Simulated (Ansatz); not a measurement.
Consider the silylene loss: `O[SiH](O)N[SiH3]` → `N[SiH](O)O` + `[SiH2]`.

Gas-phase electronic energies from Ansatz, PBE0-D4/def2-TZVP geometries. CCSD(T)/CBS is the MP2 limit (def2-TZVPP, def2-QZVPP) plus CCSD(T) − MP2 in def2-TZVPP, frozen cores. This one scheme is used for every species. Functionals use def2-TZVPP. Each species was taken in one conformer, which may not be the lowest.

`O[SiH](O)N[SiH3]`:

Z-matrix (Å, degrees):
```
Si
O 1 1.642
N 1 1.707 2 101.8
O 1 1.638 2 114.5 3 121.1
H 1 1.479 2 110.8 3 -123.2
H 2 0.957 1 118.1 3 160.6
Si 3 1.733 1 127.4 2 -15.4
H 3 1.009 1 116.9 2 168.1
H 4 0.959 1 116.9 2 -61.5
H 7 1.486 3 112.7 1 71.3
H 7 1.488 3 106.7 1 -169.8
H 7 1.485 3 111.6 1 -50.7
```

`N[SiH](O)O`:

Z-matrix (Å, degrees):
```
Si
O 1 1.639
O 1 1.639 2 116.1
N 1 1.714 2 107.1 3 -119.6
H 1 1.475 2 104.4 3 114.2
H 2 0.959 1 117.1 3 74.9
H 3 0.959 1 117.0 2 -75.2
H 4 1.008 1 119.6 2 171.6
H 4 1.008 1 119.6 2 -46.2
```

`[SiH2]`:

```xyz
3

Si   -0.106    0.162    0.685
H     0.994    0.469   -0.327
H    -0.888   -0.631   -0.358
```

| level | ΔE (eV) |
| --- | --- |
| B2PLYP | 2.99 |
| HF/CBS(def2) | 2.94 |

(1) What does CCSD(T)/CBS give? (Estimate.)

Largest T1 diagnostic among the species: 0.014.

Results:

(1) Ansatz gave: +3.04 eV. The listed levels differ from it by -0.05, -0.10 eV.

The D4 term adds +0.16 eV with B3LYP and +0.09 eV with PBE0; it sums over pairs of atoms, weighted by their polarisabilities, and B3LYP, whose exchange is more repulsive, gets the larger term. In def2-TZVPP, CCSD(T) changes the Hartree–Fock value by +0.05 eV (the triples alone add +0.04 eV) and MP2 by +0.27 eV.

CCSD(T)/CBS has its own doubt, a few kJ/mol and more with outer-core shells, so smaller differences from it don't rank the levels.

B3LYP here is the variant with VWN-RPA as its local correlation; programs differ in this.
